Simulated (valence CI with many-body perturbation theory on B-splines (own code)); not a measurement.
# E1 transitions of Eu³¹⁺

Method: relativistic CI+MBPT: four valence electrons over a frozen Dirac-Fock core [Ar] 3d10, a basis of 11 s, 11 p, 9 d, 7 f, 5 g, 2 h, 1 i functions for each j, with the one-electron correlation potential Σ1, the two-electron term Σ2, the three-electron term Σ3, Breit, model QED; selected CI, second order for the rest (own B-spline code, finite nucleus).

No measured spectrum was set against this ion. As an estimate, large intervals hold to a few tenths of a per cent, small ones and those within an open d or f shell to about a per cent.

Lines 151 to 200 of 226 in falling wavelength, among levels below 2421200 cm⁻¹, chosen from the strongest by gf and those to the six lowest levels. Wavelengths and rates use the calculated energies. Electric multipoles are in the length gauge, E1 and E2 with the static RPA response of the core. Weak lines are less certain than strong ones. Lines between different terms over intervals too small for the method are left out, as are lines whose strength nearly cancels. Where a level lies close to another of its J and parity, the split of strength between their lines is uncertain. The highest levels of a list are the least certain.

Levels are named by their leading jj configuration (3d3/2^4 stands for four electrons in 3d with j = 3/2), which in mixed levels can hold well under half, so a name can repeat and another be missing. Letters in brackets count levels of one name in rising energy.

```
λ vac (Å)                           Upper                       Lower   A (s⁻¹)  S (a.u.) with core polarisation  S without
    93.34  (4s 4p1/2 4p3/2 4d5/2) J=2 [b]  (4s 4p1/2 4p3/2^2) J=2 [a]  1.10e+11                         2.21e-01   2.36e-01
    93.20  (4s 4p1/2 4p3/2 4d5/2) J=1 [b]  (4s 4p1/2 4p3/2^2) J=1 [a]  1.52e+11                         1.82e-01   1.94e-01
    93.14          (4s^2 4p3/2 4d5/2) J=2          (4s^2 4p3/2^2) J=2  3.71e+11                         7.40e-01   7.90e-01
    92.90  (4s 4p1/2 4p3/2 4d5/2) J=3 [b]  (4s 4p1/2 4p3/2^2) J=2 [a]  1.51e+10                         4.17e-02   4.43e-02
    92.75  (4s 4p1/2 4p3/2 4d5/2) J=3 [c]      (4s 4p1/2 4p3/2^2) J=3  6.36e+10                         1.75e-01   1.87e-01
    92.36          (4s^2 4p1/2 4d5/2) J=2      (4s^2 4p1/2 4p3/2) J=1  2.30e+11                         4.47e-01   4.76e-01
    92.33  (4s 4p1/2 4p3/2 4d5/2) J=1 [a]      (4s^2 4p1/2 4d3/2) J=2  2.32e+10                         2.70e-02   2.89e-02
    91.99          (4s^2 4p3/2 4d5/2) J=1          (4s^2 4p3/2^2) J=0  4.05e+11                         4.66e-01   4.98e-01
    91.16  (4s 4p1/2 4p3/2 4d5/2) J=1 [b]      (4s 4p1/2 4p3/2^2) J=0  2.65e+10                         2.98e-02   3.17e-02
    90.81  (4s 4p1/2 4p3/2 4d5/2) J=2 [e]  (4s 4p1/2 4p3/2^2) J=1 [a]  8.49e+10                         1.57e-01   1.67e-01
    89.90  (4s 4p1/2 4p3/2 4d5/2) J=3 [e]      (4s^2 4p1/2 4d3/2) J=2  1.70e+11                         4.26e-01   4.53e-01
    89.84          (4s^2 4p3/2 4d5/2) J=3          (4s^2 4p3/2^2) J=2  4.51e+11                         1.13e+00   1.20e+00
    89.17          (4s^2 4p1/2 4f5/2) J=3  (4s 4p1/2 4p3/2^2) J=2 [b]  1.35e+11                         3.30e-01   3.50e-01
    88.92          (4s 4p1/2^2 4d5/2) J=2      (4s 4p1/2^2 4p3/2) J=2  3.63e+09                         6.30e-03   6.78e-03
    88.64  (4s 4p1/2 4p3/2 4d3/2) J=1 [e]      (4s 4p1/2 4p3/2^2) J=0  1.01e+11                         1.04e-01   1.11e-01
    88.63  (4s 4p1/2 4p3/2 4d5/2) J=2 [d]      (4s^2 4p1/2 4d3/2) J=2  1.28e+10                         2.20e-02   2.34e-02
    88.45  (4s 4p1/2 4p3/2 4d5/2) J=3 [c]  (4s 4p1/2 4p3/2^2) J=2 [a]  2.55e+11                         6.10e-01   6.50e-01
    87.22          (4s^2 4p3/2 4d5/2) J=1          (4s^2 4p3/2^2) J=2  9.48e+09                         9.31e-03   1.00e-02
    86.96  (4s 4p1/2 4p3/2 4d5/2) J=2 [e]      (4s^2 4p1/2 4d3/2) J=2  7.99e+10                         1.30e-01   1.38e-01
    84.27  (4s 4p1/2 4p3/2 4d3/2) J=1 [a]      (4s 4p1/2^2 4p3/2) J=2  7.06e+09                         6.25e-03   6.68e-03
    83.78  (4s 4p1/2 4p3/2 4d3/2) J=2 [a]      (4s 4p1/2^2 4p3/2) J=2  3.08e+10                         4.47e-02   4.78e-02
    83.64                (4s 4p3/2^3) J=2      (4s^2 4p1/2 4p3/2) J=2  1.64e+10                         2.37e-02   2.53e-02
    83.60  (4s 4p1/2 4p3/2 4d5/2) J=2 [a]      (4s 4p1/2^2 4p3/2) J=1  1.63e+10                         2.35e-02   2.51e-02
    83.00  (4s 4p1/2 4p3/2 4d3/2) J=3 [a]      (4s 4p1/2^2 4p3/2) J=2  2.00e+10                         3.95e-02   4.21e-02
    82.35          (4s^2 4p1/2 4f5/2) J=3      (4s^2 4p1/2 4d3/2) J=2  2.23e+11                         4.31e-01   4.58e-01
    81.81                (4s 4p3/2^3) J=2      (4s^2 4p1/2 4p3/2) J=1  6.01e+08                         8.12e-04   8.73e-04
    81.08  (4s 4p1/2 4p3/2 4d5/2) J=2 [e]  (4s 4p1/2 4p3/2^2) J=2 [a]  1.50e+10                         1.98e-02   2.12e-02
    80.89  (4s 4p1/2 4p3/2 4d3/2) J=1 [e]  (4s 4p1/2 4p3/2^2) J=2 [a]  3.93e+10                         3.08e-02   3.29e-02
    80.33  (4s 4p1/2 4p3/2 4d3/2) J=1 [c]      (4s 4p1/2^2 4p3/2) J=1  1.03e+11                         7.94e-02   8.49e-02
    79.67      (4s 4p1/2 4p3/2^2) J=1 [a]          (4s^2 4p1/2^2) J=0  7.90e+10                         5.92e-02   6.33e-02
    79.04             (4p1/2 4p3/2^3) J=1      (4s 4p1/2^2 4p3/2) J=2  3.85e+09                         2.81e-03   3.02e-03
    78.91             (4p1/2 4p3/2^3) J=2      (4s 4p1/2^2 4p3/2) J=2  1.21e+10                         1.47e-02   1.57e-02
    78.51          (4s^2 4p3/2 4d3/2) J=1      (4s^2 4p1/2 4p3/2) J=2  3.52e+10                         2.52e-02   2.70e-02
    77.61  (4s 4p1/2 4p3/2 4d5/2) J=2 [a]      (4s 4p1/2^2 4p3/2) J=2  7.14e+09                         8.23e-03   8.78e-03
    77.22      (4s 4p1/2 4p3/2^2) J=1 [b]          (4s^2 4p1/2^2) J=0  1.14e+11                         7.77e-02   8.31e-02
    77.09          (4s^2 4p3/2 4d3/2) J=2      (4s^2 4p1/2 4p3/2) J=2  3.07e+11                         3.47e-01   3.71e-01
    77.08  (4s 4p1/2 4p3/2 4d5/2) J=3 [a]      (4s 4p1/2^2 4p3/2) J=2  3.38e+11                         5.34e-01   5.71e-01
    77.00  (4s 4p1/2 4p3/2 4d3/2) J=1 [d]      (4s 4p1/2^2 4p3/2) J=1  3.44e+11                         2.32e-01   2.48e-01
    76.90          (4s^2 4p3/2 4d3/2) J=1      (4s^2 4p1/2 4p3/2) J=1  3.07e+11                         2.07e-01   2.21e-01
    76.00          (4s^2 4p3/2 4d3/2) J=3      (4s^2 4p1/2 4p3/2) J=2  5.20e+11                         7.88e-01   8.42e-01
    75.93  (4s 4p1/2 4p3/2 4d3/2) J=3 [b]      (4s 4p1/2^2 4p3/2) J=2  3.69e+09                         5.57e-03   5.96e-03
    75.71  (4s 4p1/2 4p3/2 4d3/2) J=2 [b]      (4s 4p1/2^2 4p3/2) J=2  5.50e+11                         5.89e-01   6.30e-01
    75.61  (4s 4p1/2 4p3/2 4d3/2) J=2 [c]      (4s 4p1/2^2 4p3/2) J=1  4.53e+11                         4.83e-01   5.15e-01
    75.54          (4s^2 4p3/2 4d3/2) J=2      (4s^2 4p1/2 4p3/2) J=1  2.60e+11                         2.77e-01   2.95e-01
    75.44  (4s 4p1/2 4p3/2 4d3/2) J=1 [b]      (4s 4p1/2^2 4p3/2) J=2  5.19e+11                         3.30e-01   3.52e-01
    74.79          (4s^2 4p3/2 4d3/2) J=0      (4s^2 4p1/2 4p3/2) J=1  4.79e+11                         9.89e-02   1.06e-01
    74.78  (4s 4p1/2 4p3/2 4d3/2) J=1 [c]      (4s 4p1/2^2 4p3/2) J=2  8.41e+09                         5.21e-03   5.56e-03
    74.73  (4s 4p1/2 4p3/2 4d3/2) J=0 [b]      (4s 4p1/2^2 4p3/2) J=1  3.37e+11                         6.93e-02   7.41e-02
    74.52  (4s 4p1/2 4p3/2 4d5/2) J=2 [b]      (4s 4p1/2^2 4p3/2) J=2  1.08e+10                         1.10e-02   1.18e-02
    74.24  (4s 4p1/2 4p3/2 4d5/2) J=3 [b]      (4s 4p1/2^2 4p3/2) J=2  7.63e+10                         1.08e-01   1.15e-01
```
